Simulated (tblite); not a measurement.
H$_{2}$MoO$_{4}$, singlet, at a GFN2-xTB geometry (such geometries of metal compounds can be far from the true shape); GFN1-xTB run with tblite.

The tblite input:
```
$ tblite run mol.xyz --method gfn1 --charge 0 --spin 0 --grad --json tblite.json --no-restart

# file mol.xyz
7

Mo     0.04556687     0.00083011     0.00560237
O      1.10220482     0.78882640    -0.97552653
O      0.86074293    -0.75306665     1.21686762
O     -0.81590576    -1.20963679    -0.94058850
H     -1.09733612    -1.94764307    -1.49061800
O     -1.06225200     1.17542170     0.70967220
H     -1.49479228     1.90042130     1.17192022
```

The log (banner, timings and long lists left out):

```
xTB calculator
 | screened Coulomb repulsion
 | Coulomb electrostatics
 |  * isotropic Klopman-Ohno-Mataga-Nishimoto electrostatics
 |  * onsite third-order electrostatics
 | DFT-D3(BJ) dispersion correction

halogen bonding energy    0.0000000000000E+00 Eh
repulsion energy          1.4230091409489E-01 Eh
dispersion energy        -2.0877772346974E-03 Eh
number of electrons       3.2000000000000E+01 e
integral cutoff           4.0000000000000E+01 bohr

------------------------------------------------------------
  cycle        total energy    energy error   density error
------------------------------------------------------------
      1     -21.28711000160  -2.1427323E+01   1.3657006E+00
      2     -22.08951236562  -8.0240236E-01   4.5228121E-01
      3     -22.11686007239  -2.7347707E-02   1.9329671E-01
      4     -22.11136387363   5.4961988E-03   1.1645021E-01
      5     -22.11654575997  -5.1818863E-03   6.7474983E-02
      6     -22.12015212237  -3.6063624E-03   2.3712194E-02
      7     -22.12062699429  -4.7487192E-04   4.2186035E-03
      8     -22.12063504017  -8.0458777E-06   2.4546374E-03
      9     -22.12063960536  -4.5651969E-06   2.3986793E-04
     10     -22.12063964631  -4.0942684E-08   2.4350625E-05
     11     -22.12063964673  -4.2949111E-10   6.9723935E-06
------------------------------------------------------------

electronic energy        -2.2260852783595E+01 Eh
total energy             -2.2120639646735E+01 Eh

Post processing:
 | Mayer-Wiberg bond orders

[Info] Tight-binding results written to 'tblite.txt'
[Info] JSON dump of results written to 'tblite.json'
```
